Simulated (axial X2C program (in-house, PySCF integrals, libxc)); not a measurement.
# Which molecule has these constants?

Calculated with an in-house relativistic program for diatomic molecules, spin-free (one-electron X2C) or two-component (2c: spin–orbit coupling with atomic mean-field Coulomb and Gaunt terms, which also bring small scalar terms), in Dyall basis sets with cores contracted in-house; open shells are unrestricted.

A two-component PBE0 calculation in a Dyall 3-zeta basis gave Re = 2.418 Å, ωe = 299.8 cm⁻¹, dipole magnitude 1.40 D, Ω = 3/2.

Question: Which molecule is it?
A. GaSi
B. CaSi
C. VSi
D. ZnSi
E. CoSi

Answer: A. The others have VSi 2.373 Å and 379.0 cm⁻¹ (Ω = 5/2); ZnSi 2.376 Å and 268.0 cm⁻¹ (Ω = 1); CaSi 2.778 Å and 277.0 cm⁻¹ (Ω = 1); CoSi 2.255 Å and 346.4 cm⁻¹ (Ω = 7/2).

Each entry is the lowest single determinant of a limited PBE0 search at one distance. De goes to single-determinant-based atoms at the same level (for ions the charge split of lowest energy) and is withheld (n/a) where an atom does not fit its ground term or J level. Main or longest-lived isotopes. One determinant is a doubtful description, or other states lie close, for GaSi, VSi, ZnSi, CaSi, CoSi; these need not be ground states, and all values refer to the states named. Some open-shell Ω = 0 determinants are out of reach, so the Ω given for ZnSi, CaSi need not be the lowest component. With several unpaired electrons the Ω given is that of one determinant, not necessarily of the lowest component. Some light 2c atoms are not at their ground J level, so De misses part of their lowering (0.04 eV or less). The functionals have no current term, which raises determinants with orbital currents.
